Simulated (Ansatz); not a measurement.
Z-matrix (Å, degrees):
```
Ge
Cl 1 2.151
S 1 2.220 2 109.5
H 1 1.529 2 106.9 3 120.7
H 1 1.530 2 108.4 3 -115.5
Si 3 2.127 1 100.0 2 50.3
Cl 6 2.062 3 112.4 1 53.6
H 6 1.489 3 105.1 1 171.0
```

Total charge 0; spin multiplicity 2.

Question: List the PBE/def2-TZVPP orbital energies in eV (Ansatz 0.2.0). (Best estimate.)

Answer: Ansatz gave: α occupied: -10805.93, -2739.27, -2739.05, -2396.26, -1781.32, -1339.23, -1192.67, -1192.65, -1192.62, -249.84, -249.60, -209.22, -190.54, -190.38, -190.37, -190.32, -190.13, -190.12, -163.84, -155.33, -155.29, -155.17, -138.88, -115.35, -115.28, -115.20, -95.67, -95.64, -95.57, -31.17, -31.13, -31.05, -31.03, -31.01, -20.87, -20.50, -18.44, -14.16, -12.78, -10.18, -10.09, -9.75, -9.04, -8.96, -8.69, -7.97, -7.73, -7.66, -7.06, -5.24. α empty: -1.71, -1.46, -0.95, -0.30, -0.27, 0.17, 1.36, 2.60. β occupied: -10805.93, -2739.26, -2739.04, -2396.24, -1781.25, -1339.23, -1192.67, -1192.65, -1192.62, -249.83, -249.60, -209.20, -190.51, -190.36, -190.35, -190.32, -190.13, -190.12, -163.84, -155.32, -155.26, -155.15, -138.79, -115.35, -115.28, -115.20, -95.58, -95.53, -95.46, -31.16, -31.13, -31.05, -31.03, -31.00, -20.78, -20.48, -18.35, -14.10, -12.50, -10.06, -10.03, -9.72, -8.96, -8.84, -8.50, -7.87, -7.72, -7.64, -6.94. β empty: -3.78, -1.66, -1.32, -0.71, -0.24, 0.12, 0.31, 1.66. ⟨S²⟩ = 0.752.
